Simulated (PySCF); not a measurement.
**How methods differ on the ionisation energy of S⁵⁺**

S⁵⁺ [Ne] 3s1 (2S) → S⁶⁺ [Ne] (1S), as a difference of total energies. Computed with PySCF 2.14 in an even-tempered Gaussian basis (18 s from 0.13 bohr⁻², ratio 2.5; 12 p from 0.17 bohr⁻², ratio 2.5; 5 d from 0.94 bohr⁻², ratio 2.7; 5 f from 1.4 bohr⁻², ratio 2.7), with no relativity, point nucleus. Correlated levels: outer shells: 1s2 frozen; virtual orbitals above 40 to 60 times the deepest correlated orbital energy dropped. The calculations carry no spin-orbit coupling.

```csv
method,ionisation energy (eV)
UHF,87.332
MP2 (outer shells),87.775
SCS-MP2 (outer shells),87.690
CCSD (outer shells),87.783
CCSD(T) (outer shells),87.790
```

How much does correlation contribute at CCSD(T) (outer shells)?

87.790 − (87.332) = 0.458 eV, measured against UHF.

For comparison: 88.053 eV (measured; NIST Atomic Spectra Database, ionization energies).
